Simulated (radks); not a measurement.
Problem. Ionisation of the germanium ion Ge3+, [Ar] 3d10 4s1, to [Ar] 3d10 as the strength of local exchange is varied. All-electron calculation, scalar-relativistic Kohn-Sham, Slater X-alpha exchange (alpha = 2/3 is LDA exchange), no correlation, spin-polarised, spherical densities, point nucleus; open shells are filled with parallel spins first. Program: a radial shooting solver on a logarithmic mesh with Libxc functionals.

| alpha | E(Ge3+) (hartree) | exchange (hartree) | IE (eV) | -e of the level emptied (eV) | <r> of it (bohr) |
|---|---|---|---|---|---|
| 0.563 | -2079.72831 | -61.24649 | 44.552 | 39.041 (4s) | 1.879 |
| 0.667 | -2091.08302 | -72.95193 | 45.942 | 40.524 (4s) | 1.851 |
| 0.743 | -2099.41933 | -81.58262 | 46.967 | 41.623 (4s) | 1.831 |
| 0.791 | -2104.70115 | -87.06690 | 47.618 | 42.324 (4s) | 1.819 |
| ? | -2116.18962 | -99.03778 | 49.040 | 43.858 (4s) | 1.792 |

Which alpha was used in the last row?

Solution. alpha = 0.895. NIST Atomic Spectra Database: 45.716 eV (measured). The Delta-SCF value meets it near alpha = 0.65.
